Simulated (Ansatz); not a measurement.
Born–Oppenheimer molecular dynamics of F2H6Si2 (10 atoms, charge 0, multiplicity 1). It starts at the highest image of a converged band. Of that band: Neighbouring images differ by up to 3.9 eV, so the band resolves the path poorly. A vibrational analysis at the climbing image gives one clearly imaginary mode, 1872i cm⁻¹: a first-order saddle point.

Computed with RHF/6-31G* in Ansatz.

- ensemble: NVE (velocity Verlet)
- time step: 0.5 fs
- steps asked: 200
- starting velocities drawn for: 300 K
- seed: 11468

First frame:

```xyz
10
Properties=species:S:1:pos:R:3
Si -0.142 -0.058 0.032
H 0.236 -0.741 1.507
H 0.720 1.054 0.398
F -0.930 0.504 -1.259
F 0.363 -1.403 -0.645
Si -2.526 0.215 1.027
H -3.337 -0.615 0.124
H -2.824 -0.129 2.432
H -2.746 1.652 0.808
H -0.835 -0.478 1.377
```

(1) How far do the bonds stretch over the last three quarters of this one trajectory? (Pairs bonded in most of those frames.)

Answers

(1) 
```json
{"bond": "Si1–H3", "mean (Å)": "1.477", "spread (Å)": "0.038", "shortest": "1.41", "longest": "1.55"}
{"bond": "Si1–F4", "mean (Å)": "1.609", "spread (Å)": "0.042", "shortest": "1.53", "longest": "1.68"}
{"bond": "Si1–F5", "mean (Å)": "1.601", "spread (Å)": "0.032", "shortest": "1.54", "longest": "1.66"}
{"bond": "Si1–Si6", "mean (Å)": "2.375", "spread (Å)": "0.134", "shortest": "2.19", "longest": "2.55"}
{"bond": "H2–H10", "mean (Å)": "0.747", "spread (Å)": "0.072", "shortest": "0.64", "longest": "0.84"}
{"bond": "Si6–H7", "mean (Å)": "1.478", "spread (Å)": "0.012", "shortest": "1.46", "longest": "1.50"}
{"bond": "Si6–H8", "mean (Å)": "1.487", "spread (Å)": "0.048", "shortest": "1.41", "longest": "1.56"}
{"bond": "Si6–H9", "mean (Å)": "1.485", "spread (Å)": "0.030", "shortest": "1.44", "longest": "1.54"}
```

Mean temperature of the second half: 3120 K. The conserved energy stayed within 0.7 meV per atom of its start (net change -0.043 meV per atom), so the integration is sound. The kinetic energy rose, since the run started high on the potential surface and went downhill. It ends in pieces (F2H4Si2 + H2), so much of that is their flight and rotation, not heat. A run of 0.1 ps of so small a system gives no equilibrium averages. The orbitals stay closed-shell, which can raise the energy where a bond breaks towards radicals; this wasn't checked here.

The run took 4.5 min on 1 thread of Arm Neoverse V1, with other jobs on the host, peak memory 0.14 GiB.
